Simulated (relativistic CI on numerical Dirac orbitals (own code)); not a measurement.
## Magnetism of Dy⁴⁺, 4f8, in a crystal field

Calculated by Dirac-Coulomb-Breit CI, orbitals from a KLI potential per configuration, a model potential for QED, valence Slater integrals scaled by 0.7, one configuration in a parametric crystal field (own radial code).

Field parameters in Wybourne normalisation. The field is a parameter set, without covalency.

S is read from ⟨S²⟩ = S(S + 1).

Powder χT (cm³ K mol⁻¹) by Van Vleck's formula, with temperature-independent terms:

| Field | 2 K | 5 K | 10 K | 20 K | 50 K | 100 K | 200 K | 300 K |
| --- | --- | --- | --- | --- | --- | --- | --- | --- |
| D3d, B20 = 1950, B40 = -1780, B43 = 710, B60 = 270, B63 = 360, B66 = -1040 cm⁻¹ | 9.86 | 9.91 | 9.94 | 10 | 10.2 | 10.4 | 10.9 | 11.1 |
| D4h, B20 = -670, B40 = -2020, B44 = -790, B60 = 800, B64 = -700 cm⁻¹ | 1.32 | 3.29 | 6.1 | 8.72 | 10.3 | 10.9 | 11.3 | 11.5 |

Task: For D3d, B20 = 1950, B40 = -1780, B43 = 710, B60 = 270, B63 = 360, B66 = -1040 cm⁻¹: what effective moment follows at 300 K?

Result: μ_eff = √(8χT) = 9.44 μB. The LS value g√(J(J + 1)) of the free ion's ⁷F6 level is 9.72 μB.
